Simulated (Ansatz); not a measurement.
Wavefunction ladder for CH8Si2Te (`C[SiH2][Te][SiH3]`)

Cartesian coordinates in Å:
```
C 0.4483 -1.8616 0.2080
Si 0.2049 -0.4023 1.3465
Te 1.2755 1.6780 0.4610
Si -0.4943 1.9165 -1.2724
H 0.0096 -1.6652 -0.7724
H 1.5116 -2.0669 0.0709
H -0.0288 -2.7522 0.6265
H 0.8427 -0.6416 2.6675
H -1.2443 -0.1349 1.5492
H -1.8258 2.1141 -0.6451
H -0.1442 3.1014 -2.0947
H -0.5551 0.7147 -2.1450
```

The species carries charge 0 and has multiplicity 1. Correlated methods include outer-core shells of Te, which these sets cover unevenly. Te: def2 effective core potential. The geometry is a stationary point of PBE0-D4/def2-TZVP. It is one conformer, not always the lowest. Frozen core, restricted reference, the Gaussian-basis code of Ansatz.

```json
{"basis": "def2-SVP", "HF (Eh)": "-887.21676", "MP2 corr.": "-0.47043", "CCSD corr.": "-0.53538", "(T)": "-0.01530", "CCSD(T) total": "-887.76744"}
{"basis": "def2-TZVPP", "HF (Eh)": "-887.47914", "MP2 corr.": "-0.90321", "CCSD corr.": "-0.93130", "(T)": "-0.02932", "CCSD(T) total": "-888.43976"}
{"basis": "def2-QZVPP", "HF (Eh)": "-887.50087", "MP2 corr.": "-1.09419", "CCSD corr.": "–", "(T)": "–", "CCSD(T) total": "–"}
```
